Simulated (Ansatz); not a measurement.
# Cl⁻ ··· C₂H₆

The pair of Cl⁻ (SMILES [Cl-], atom 1) and C₂H₆ (SMILES CC, atoms 2–9), both closed shells, in one local arrangement (a lower one may exist), relaxed at PBE0-D4/def2-TZVPD:

| atom | x (Å) | y (Å) | z (Å) |
| --- | --- | --- | --- |
| Cl1 | 0.3766 | 0.1435 | -3.2970 |
| C2 | 0.5418 | 0.3731 | 0.6797 |
| C3 | -0.6458 | -0.4150 | 0.1569 |
| H4 | 0.5656 | 0.4222 | 1.7749 |
| H5 | 1.4784 | -0.0727 | 0.3362 |
| H6 | 0.5250 | 1.3941 | 0.2910 |
| H7 | -0.6178 | -0.4305 | -0.9384 |
| H8 | -1.5932 | 0.0331 | 0.4756 |
| H9 | -0.6305 | -1.4480 | 0.5211 |

Ansatz 0.2.0; basis: def2-TZVPPD, with def2-QZVPPD for the basis limit; cores frozen in the correlated methods. B3LYP uses VWN-RPA correlation. Extrapolation: Hartree–Fock as exp(−7.88 √X), correlation as X^−2.97. Interaction energies count from these two fragments, frozen as in the pair, with the counterpoise correction; negative means bound.

(1) What is the interaction energy by CCSD(T) at an estimated basis limit (MP2 extrapolated from triple and quadruple zeta, plus CCSD(T) − MP2 in triple zeta)? (Judge from chemistry; the value comes from the calculation.)

(2) Which atoms make the shortest contact between the fragments?

No T1 diagnostic of these runs exceeds 0.009.

Results:

(1) The calculation gives: -16.8 kJ/mol. Hartree–Fock alone gives -6.0 kJ/mol at the basis limit. It counts from the two fragments frozen as in the pair.

The same quantity by other methods in triple zeta, and each one's difference from that estimate:
| method | E_int (kJ/mol) | difference |
| --- | --- | --- |
| PBE-D4 | -20.2 | -3.4 |
| revPBE-D4 | -21.7 | -4.9 |
| BLYP-D4 | -19.0 | -2.1 |
| r2SCAN-D4 | -17.5 | -0.6 |
| B97M-V | -17.4 | -0.5 |
| PBE0-D4 | -18.7 | -1.8 |
| B3LYP-D4 | -18.3 | -1.4 |
| HSE06-D4 | -18.7 | -1.8 |
| wB97X-V | -16.4 | 0.5 |
| wB97M-V | -16.7 | 0.1 |
| B2PLYP | -13.0 | 3.9 |
| HF | -5.9 | 11.0 |
| MP2 | -15.5 | 1.4 |
| CCSD | -13.6 | 3.2 |
| CCSD(T) | -15.1 | 1.7 |
Differences are method less estimate.

(2) Cl1 and H7, 2.62 Å apart.

Basis-set superposition shift (counterpoise-corrected less uncorrected): CCSD(T) 2.8; MP2 2.6; HF 0.2; PBE0-D4 0.3; wB97M-V 0.3 kJ/mol.

For scale, one of the runs: CCSD(T)/def2-TZVPPD, 227 basis functions, launched by `ansatz run in.yaml --threads 4 --pin off --events-out ev --progress --plain --max-ram 9574MiB`. The run took 46 s on 4 CPU threads of an AMD EPYC 7R43 (shared host), with 3.8 GiB of host memory at its peak.
